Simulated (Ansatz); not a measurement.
Compare A (`CN[SiH](C)N`) with its isomer B (`CNC(N)[SiH3]`).

Program: Ansatz. Geometries: PBE0-D4/def2-TZVP. ΔE: electronic, gas phase. CBS: MP2 limit from def2 TZ/QZ plus the TZ coupled-cluster correction, frozen cores. Functionals use def2-TZVPP. B3LYP here is the variant with VWN-RPA as its local correlation; programs differ in this. One conformer a species, not always the lowest.

Problem. Which isomer does CCSD(T)/CBS put lower? Give the gap. (Estimate.)

Solution. Computed: A, by 63.1 kcal/mol.

Problem. Give E(B) − E(A) in kcal/mol with B3LYP, r2SCAN-D4, CCSD(T)/def2-TZVPP, HF/def2-TZVPP, B2PLYP, B3LYP-D4, ωB97M-V. (Best estimate.)

Solution. Computed: B3LYP 61.9, r2SCAN-D4 62.6, CCSD(T)/def2-TZVPP 61.6, HF/def2-TZVPP 65.1, B2PLYP 63.0, B3LYP-D4 61.8, ωB97M-V 62.7. None reverses the order clearly.

Largest T1 diagnostic: 0.011.

In def2-TZVPP, CCSD(T) changes the Hartree–Fock value by −3.5 kcal/mol (the triples alone add −0.9 kcal/mol) and MP2 by −0.8 kcal/mol. From PBE to PBE0 (25 % exact exchange), in def2-TZVPP and without D4, E(B) − E(A) moves by +2.5 kcal/mol.
